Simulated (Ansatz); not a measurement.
A structure drawn as `[CH3][AlH][S][SiH3]`, with this starting geometry:

Cartesian coordinates in Å:
```
C -0.780 -1.401 -1.318
Al 0.047 -1.202 0.409
S -0.718 0.371 1.800
Si 0.550 1.956 1.013
H -0.260 -2.219 -1.941
H -1.877 -1.679 -1.265
H -0.724 -0.445 -1.927
H 1.286 -2.060 0.830
H 0.208 2.050 -0.435
H 0.319 3.160 1.687
H 1.947 1.470 1.148
```

Charge 0, multiplicity 1.

Question: Does it keep its bonds when Ansatz relaxes it at PBE-D4/def2-SVP and then PBE0-D4/def2-TZVP?

Answer: Yes, every drawn bond is still there and no new one forms.

Question: Give the relaxed structure. (An estimate is asked.)

Answer: The calculation gave: 
Z-matrix (Å, degrees):
```
C
Al 1 1.946
H 1 1.093 2 111.3
H 1 1.095 2 111.0 3 120.0
H 1 1.094 2 111.8 3 -120.9
S 2 2.191 1 121.1 3 174.3
H 2 1.582 1 124.7 3 -6.1
Si 6 2.134 2 100.4 1 -0.2
H 8 1.484 6 107.0 2 177.6
H 8 1.486 6 111.6 2 58.3
H 8 1.486 6 111.6 2 -63.2
```
No frequency check was run.

Atoms count as bonded under 1.1 times the sum of their covalent radii (H–H under 0.85 Å, pairs among N, O and F under 1.55 Å), and a drawn bond as lost past 1.3 times.
